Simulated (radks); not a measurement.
Spherical quantum dot in the effective-mass picture: electrons in a well V = -V0 / (1 + exp((r - R)/a)) with V0 = 12.2, R = 2.79, a = 0.22, with a point charge +1 (a donor) at the centre, all in effective atomic units (hartree* = m*/eps^2 hartree, bohr* = eps/m* bohr), one dielectric constant everywhere. Method: non-relativistic Kohn-Sham, PBE, spin-polarised, spherical densities; computed with a radial shooting solver with Libxc functionals. Levels are named by radial order and angular momentum (1s, 1p, 1d, 2s, ...), and open shells are averaged over m. Results are scaled to m* = 0.125 and eps = 14.1, for which hartree* = 17.11 meV and bohr* = 5.969 nm.

N = 2, configuration 1s2. This is the lowest configuration that the search found. Occupied and some empty levels:

| level | occupation | eigenvalue (meV) | <r> (nm) |
|---|---|---|---|
| 1s | 2 | -196.34 | 6.859 |
| 1p | 0 | -180.21 | 9.325 |
| 2s | 0 | -165.15 | 8.553 |
| 1d | 0 | -164.20 | 10.53 |

Energy (meV): total -415.542, kinetic 25.789, external -454.40, Hartree 26.830, exchange-correlation -13.765.

Electron density:

| r (nm) | n(r) (e/nm^3) |
|---|---|
| 0.300 | 0.003338 |
| 1.05 | 0.002594 |
| 1.81 | 0.002025 |
| 2.56 | 0.001588 |
| 3.32 | 0.001250 |
| 4.07 | 0.0009870 |
| 4.82 | 0.0007791 |
| 5.58 | 0.0006134 |
| 6.33 | 0.0004795 |
| 7.09 | 0.0003718 |
| 7.84 | 0.0002843 |
| 8.59 | 0.0002134 |
| 9.35 | 0.0001561 |
| 10.1 | 0.0001112 |
| 10.9 | 0.00007646 |
| 11.6 | 0.00005020 |
| 12.4 | 0.00003136 |
| 13.1 | 0.00001836 |
| 13.9 | 9.928e-06 |
| 14.6 | 4.856e-06 |
